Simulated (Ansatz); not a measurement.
Consider the formal hydrolysis of the Si–F bond: `O[SiH2]C#C[SiH2]F` + H₂O → `O[SiH2]C#C[SiH2]O` + H–F.

Computed with Ansatz on PBE0-D4/def2-TZVP structures; ΔE is electronic, products minus reactants. CCSD(T)/CBS adds triple-zeta CCSD(T) − MP2 to the extrapolated MP2 energy (def2 sets, frozen cores). This one scheme is used for every species. DFT in def2-TZVPP. Each species was taken in one conformer, which may not be the lowest.

`O[SiH2]C#C[SiH2]F`:

```xyz
11

O     2.473    1.649   -0.809
Si    2.142    0.427    0.232
C     0.387   -0.094    0.113
C    -0.781   -0.423    0.049
Si   -2.516   -0.950   -0.085
F    -3.393   -0.144    0.977
H     1.953    2.452   -0.746
H     2.373    0.814    1.646
H     3.011   -0.700   -0.163
H    -2.622   -2.392    0.224
H    -3.028   -0.638   -1.437
```

H₂O:

Z-matrix (Å, degrees):
```
O
H 1 0.960
H 1 0.960 2 105.1
```

`O[SiH2]C#C[SiH2]O`:

```xyz
12

O     2.636   -0.426   -1.908
Si    2.084   -1.178   -0.557
C     0.556   -0.385    0.067
C    -0.446    0.161    0.487
Si   -1.973    0.952    1.114
O    -3.036    1.240   -0.103
H     2.773    0.521   -1.870
H     3.072   -1.136    0.551
H     1.796   -2.572   -0.952
H    -2.534    0.045    2.146
H    -1.648    2.272    1.694
H    -3.279    0.506   -0.669
```

H–F:

Cartesian coordinates in Å:
```
F 0.124 0.179 0.405
H -0.124 -0.179 -0.405
```

```
            species  PBE-QIDH energy (Eh)
`O[SiH2]C#C[SiH2]F`            -832.74505
                H₂O             -76.37259
`O[SiH2]C#C[SiH2]O`            -808.71817
                H–F            -100.38493
```

(1) Work out ΔE.

Largest T1 diagnostic among the species: 0.012.

Answers

(1) ΔE = (-808.71817) + (-100.38493) − (-832.74505) − (-76.37259) = 0.01454 Eh = +38.2 kJ/mol. CCSD(T)/CBS gives +40.7 kJ/mol.

In def2-TZVPP, CCSD(T) changes the Hartree–Fock value by −6.9 kJ/mol (the triples alone add −1.2 kJ/mol) and MP2 by −8.5 kJ/mol. Leaving LDA and LC-ωPBE aside and taking each functional with its dispersion term where it has one, the values, not all of them listed here, spread over 7.0 kJ/mol, from revPBE-D4 to B97M-V. LDA lies −5.0 kJ/mol from PBE without D4.
